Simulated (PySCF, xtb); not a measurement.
C4H8Cl, SMILES [CH2]C(C)(C)Cl, multiplicity 2.

Harmonic wavenumbers (cm⁻¹) from GFN2-xTB (xtb 6.7.1) at its own minimum, in rising order: 195, 226, 243, 249, 294, 338, 372, 395, 404, 673, 832, 928, 964, 1018, 1032, 1079, 1245, 1315, 1395, 1402, 1413, 1470, 1478, 1481, 1491, 3015, 3019, 3046, 3050, 3050, 3051, 3125, 3167.

Q: What does B3LYP-D3(BJ)/def2-SVP (PySCF) give at its own minimum? (An estimate is asked for; the answer gives what the named calculation found.)

A: 248, 271, 274, 286, 302, 343, 402, 413, 457, 647, 807, 923, 959, 1011, 1029, 1101, 1265, 1299, 1388, 1400, 1442, 1448, 1456, 1469, 1479, 3032, 3037, 3118, 3122, 3141, 3143, 3145, 3260. Paired by order, the mean absolute difference is 30 cm⁻¹ and the zero-point energies are 66.4 and 67.4 kcal/mol.
